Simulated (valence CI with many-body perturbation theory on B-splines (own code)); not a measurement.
Values are calculated unless marked as measured or tabulated.
**Fe¹³⁺: what the settings do**

Level of theory: configuration interaction combined with many-body perturbation theory (CI+MBPT): three valence electrons over a frozen Dirac-Fock core [Ne], a basis of 6 s, 6 p, 5 d, 3 f, 1 g functions for each j, with the one-electron correlation potential Σ1, the two-electron term Σ2, the three-electron term Σ3, Breit, model QED; selected CI, second order for the rest, scaled by the run's own slope (own B-spline code, finite nucleus).

No measured spectrum was set against this ion. As an estimate, levels of excited configurations hold to 0.05 to 0.15 % of their energy, terms of the ground configuration to about 0.5 %.

The reference run has the lowest level 3s²3p ²P°_1/2 and an ionisation energy of 392.152 eV. Its largest variational space holds 2784 state functions.

Names give the largest LS component (configuration and term), which can be under half, so a name can repeat, a term be missing and a line seem to break the LS rules; names also repeat where a configuration has a term twice.

Reference levels: 3s²3p ²P°_3/2 18860, 3s3p² ⁴P_1/2 224869, 3s3p² ⁴P_3/2 232573, 3s3p² ⁴P_5/2 242175, 3s3p² ²D_3/2 299313, 3s3p² ²D_5/2 301543, 3s3p² ²S_1/2 365180, 3s3p² ²P_1/2 388983, 3s3p² ²P_3/2 396982, 3s²3d ²D_3/2 473573, 3s²3d ²D_5/2 475557, 3p³ ²D°_3/2 576338 cm⁻¹.

Rank these changes by the mean size of the shift of these levels, smallest first.
A. scale of Σ1 1 → 0.8
B. scale of Σ1 1 → 0; scale of Σ2 1 → 0; three-electron term on → off
C. logarithmic knot step 0.27 → 0.4
D. cutoff of virtual states (hartree) 1352 → 14.22

C (9.7 cm⁻¹), A (120 cm⁻¹), D (690 cm⁻¹), B (1800 cm⁻¹).
